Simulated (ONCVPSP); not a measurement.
Configuration tests for F (Z = 9) (ONCV)

fluorine (F), optimised norm-conserving Vanderbilt (ONCV), made with ONCVPSP 4.0.1 (LDA (Perdew-Wang 92), scalar-relativistic). Core [He], reference 2s2 2p5. Waves: 2s: rc 0.65 bohr, ncon 4, nbas 8, qcut 8.7 1/bohr, 2 projectors, debl 3.1 Ha; 2p: rc 1.55 bohr, ncon 4, nbas 8, qcut 10.5 1/bohr, 2 projectors, debl 1.9 Ha. Local part: polynomial inside 0.60 bohr (lpopt 2, dvloc0 0 Ha). Core correction: Teter function, fcfact 3.25, rcfact 1.45.

Energies are relative to the spin-unpolarised reference configuration 2s2 2p5; without spin polarisation the order of configurations can differ from experiment.

Question: Give the all-electron excitation energy and the error of the potential for: 2s2 2p4; 2s2 2p3; 2s2 2p2; 2s1 2p5.

Answer:

| valence configuration | charge | ΔE all-electron (eV) | error AE − PS (meV) |
| --- | --- | --- | --- |
| 2s2 2p4 | +1 | 19.558 | +40 |
| 2s2 2p3 | +2 | 58.076 | +305 |
| 2s2 2p2 | +3 | 118.816 | +1124 |
| 2s1 2p5 | +1 | 38.214 | -37 |

Levels in the configuration 2s2 2p3:

```csv
level,all-electron (eV),pseudo (eV)
2s,-67.614,-67.507
2p,-49.120,-48.644
```
